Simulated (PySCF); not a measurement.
# Trend along group 13: MSb cations

PBE with double-zeta basis sets in PySCF, for the lowest determinant that a PBE0 search found; no spin–orbit coupling. De refers to high-spin ground-configuration atoms (the charge goes to the atom of lower measured ionisation energy or higher electron affinity, which is not always the lowest computed limit). A positive dipole points towards Sb; it is taken about the centre of mass and depends on that origin.

| M | basis | charged atom | state (unpaired electrons) | Re (Å) | ωe (cm⁻¹) | De (eV) | μ (D) |
| --- | --- | --- | --- | --- | --- | --- | --- |
| B | cc-pVDZ/cc-pVDZ-PP | B+ | quartet (σ ↑, π ↑↑) | 2.209 | 520 | 3.29 | -1.89 |
| Al | def2-SVPD | Al+ | quartet (σ ↑, π ↑↑) | 2.801 | 195 | 1.07 | -5.50 |
| Tl | def2-SVP | Tl+ | quartet (σ ↑, π ↑↑) | 3.294 | 67.4 | n/a | -1.12 |

The shortest bond is that of BSb⁺ (2.209 Å), the longest that of TlSb⁺ (3.294 Å).

The rows differ in basis set, which adds steps of its own.

Down a group the atoms grow and get heavier, so bonds lengthen and wavenumbers fall; this series shows no clear exception.

Spin–orbit coupling is left out, which matters for elements this heavy, above all for dissociation energies. For an ion De counts to the pair picked by the measured ionisation energies or electron affinities, which need not be the lowest pair at this level. States were picked by a PBE0 search and need not be the measured ground states.
